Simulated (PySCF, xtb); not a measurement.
Ga(I)(Me)2 (C2H6GaI), SMILES [CH3][Ga]([CH3])[I].

xtb with GFN2-xTB at its own geometry gives an orbital gap of 4.25 eV and a dipole moment of 6.89 D.

Geometry optimised at PBE0-D3(BJ)/def2-SVP. The structure was generated by enumeration; whether it is a known compound was not checked. The def2 effective core potentials stand for the cores of I; spin–orbit coupling is left out.

### Question
What does ωB97X/def2-TZVP run with PySCF give? (Estimate from the structure and the level; the computed values follow.)

### Answer
gap 9.99 eV (levels -9.32 and 0.68 eV), dipole 2.80 D.
